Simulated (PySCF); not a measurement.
C2H4F2, SMILES FCCF.

Geometry optimised at PBE-D3(BJ)/def2-SVP. One conformer was computed; it need not be the lowest.

All values below come from M06-2X/def2-TZVPD in PySCF.

The molecule is in vacuum.

Q: Estimate the frontier levels, gap, dipole moment and polarisability. (Estimate from the structure and the level; the computed values follow.)

A: 
```yaml
highest_occupied_level: -11.26 eV
lowest_empty_level: 0.37 eV
orbital_gap: 11.64 eV
dipole_moment: 2.74 D
quadrupole, principal values (traceless, Buckingham form, about the centre of nuclear charge): -5.06, 1.62, 3.43 D·Å
mean_static_polarisability: 29.6 bohr³ (4.39 Å³)
polarisability_principal_values: 28.5, 29.5, 30.8 bohr³
```
